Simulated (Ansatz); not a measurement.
**A barrier at the coupled-cluster level**

Start structure (GaSiNH₈, closed shell), relaxed at PBE0-D4/def2-TZVP:

Ga1  (-0.240, -0.169, -1.068)
Si2  (0.390, -1.651, 0.738)
H3  (0.859, 0.182, -2.150)
H4  (-1.754, -0.151, -1.525)
H5  (0.693, 1.901, 0.375)
N6  (-0.224, 1.707, -0.011)
H7  (1.684, -1.251, 1.376)
H8  (-0.608, -1.668, 1.853)
H9  (0.561, -3.070, 0.308)
H10  (-0.895, 1.708, 0.749)
H11  (-0.466, 2.461, -0.645)
(Å)

The step: GaSiH₅ ([SiH3][GaH2]) + NH₃ → GaNH₄ ([NH2][GaH2]) + SiH₄; bonds formed: Si2–H5; dative contacts that become bonds: Ga1–N6; bonds broken: Ga1–Si2, H5–N6. Program: Ansatz 0.2.0. Basis: def2-TZVPP and def2-QZVPP. Cores are frozen in the correlated methods. Filled d shells of the heavier atoms are correlated. The def2 sets are not built for correlating such inner shells, so the correlated values are less sure here. Extrapolation: Hartree–Fock as exp(−7.88 √X), correlation as X^−2.97. Energies below are by CCSD(T) at an estimated basis limit (MP2 extrapolated from triple and quadruple zeta, plus CCSD(T) − MP2 in triple zeta).

(1) What are the electronic barrier and the energy of the step, from the start structure to the end structure? (An estimate is asked for; the value comes from the calculation.)

No T1 diagnostic of these runs exceeds 0.014. The end structure is not quite a true minimum (one mode of 53i cm⁻¹).

## Answers

(1) By the calculation: Barrier 45.13 kcal/mol; step energy 12.66 kcal/mol (uphill); reverse barrier, their difference, 32.47 kcal/mol. Barrier and step energy count from the start structure, the reverse barrier from the end structure.

The saddle point: One imaginary mode of 1379i cm⁻¹.
```
   pair  start (Å)  saddle (Å)  end (Å)
 Ga1–N6       2.15        1.96     1.82
 Si2–H5       3.58        1.81     1.49
Ga1–Si2       2.42        2.75     3.57
  H5–N6       1.01        1.45     3.25
```

Zero-point energy (harmonic, PBE0-D4): ZPE is 48.03 kcal/mol at the start and 43.46 kcal/mol at the saddle, so the barrier goes from 45.13 to 40.55 kcal/mol.

Labels in which every atom is bracketed show which atoms are joined, not bond orders.

For scale, one of the runs: CCSD(T)/def2-TZVPP, 233 basis functions, launched by `ansatz run in.yaml --threads 4 --pin off --events-out ev --progress --plain --max-ram 9574MiB`. Time: 98 s of wall clock on 4 CPU threads of an Arm Neoverse V2; the host was shared. Peak host memory: 3.9 GiB.
